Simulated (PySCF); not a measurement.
C₃H₈N₂Si, SMILES N1=C[Si@@](N)(C)C1. Atoms are numbered in the order given.

```xyz
14

C      1.9343    -0.6897     0.1312
Si     0.2991     0.2446     0.0442
N      0.6831     1.9396     0.0550
C     -1.1150    -0.5955     1.0185
N     -1.7464    -1.0350    -0.0300
C     -1.0158    -0.4289    -1.1876
H      1.7585    -1.7814     0.0647
H      2.6017    -0.3901    -0.7026
H      2.4623    -0.4882     1.0862
H     -0.0531     2.6474     0.0923
H      1.5388     2.2760     0.5020
H     -1.4697    -0.8648     2.0353
H     -0.7424    -1.1899    -1.9500
H     -1.6613     0.3194    -1.6952
```

Geometry optimised at PBE-D3(BJ)/def2-SVP. The structure was generated by enumeration; whether it is a known compound was not checked. Other conformers were not sampled.

Calculation: PBE-D3(BJ)/def2-SVP run with PySCF 2.14.0.

Frequencies are harmonic and unscaled.

Problem. List the normal modes with their intensities. (An estimate is asked for; the answer gives what the named calculation found.)

Solution. 
```tsv
mode	ν (cm⁻¹)	IR (km/mol)	moving atoms (share of kinetic energy)
1	106	5.2	N 46 %, H 19 %, Si 18 %, C 17 %
2	139	0.5	H 86 %, C 9 %
3	152	4.1	H 52 %, C 36 %, N 12 %
4	206	6.7	H 47 %, C 29 %, N 18 %
5	235	10.6	H 28 %, N 25 %, C 24 %, Si 23 %
6	280	42.2	H 73 %, N 11 %, Si 9 %
7	357	55.8	H 61 %, C 21 %, N 15 %
8	366	69.2	H 63 %, N 22 %, C 13 %
9	468	7.9	C 38 %, N 31 %, Si 19 %, H 13 %
10	622	15.9	C 47 %, H 30 %, Si 21 %
11	640	7.5	H 56 %, C 36 %
12	678	11.8	H 55 %, C 25 %, Si 15 %
13	745	11.7	H 51 %, C 24 %, N 18 %
14	756	40.9	H 64 %, C 21 %, Si 12 %
15	786	44.6	C 35 %, H 33 %, N 29 %
16	839	95.7	H 50 %, Si 22 %, N 17 %, C 10 %
17	868	92.3	N 31 %, Si 28 %, H 24 %, C 18 %
18	877	0.1	H 80 %, C 17 %
19	931	56.1	C 50 %, N 24 %, Si 15 %, H 11 %
20	1092	10.6	H 83 %, C 11 %
21	1130	5.8	H 71 %, C 27 %
22	1211	23.3	H 78 %, C 22 %
23	1228	7.0	H 70 %, C 19 %, N 11 %
24	1365	3.3	H 91 %, C 8 %
25	1380	3.6	H 96 %
26	1383	3.6	H 96 %
27	1490	42.9	H 89 %, N 10 %
28	1559	9.0	C 50 %, N 46 %
29	2974	4.0	H 97 %
30	2982	22.6	H 95 %
31	3027	41.5	H 92 %, C 8 %
32	3034	8.9	H 90 %, C 10 %
33	3071	3.5	H 91 %, C 9 %
34	3084	2.9	H 91 %, C 9 %
35	3494	18.6	H 96 %
36	3593	21.1	H 91 %, N 9 %
```
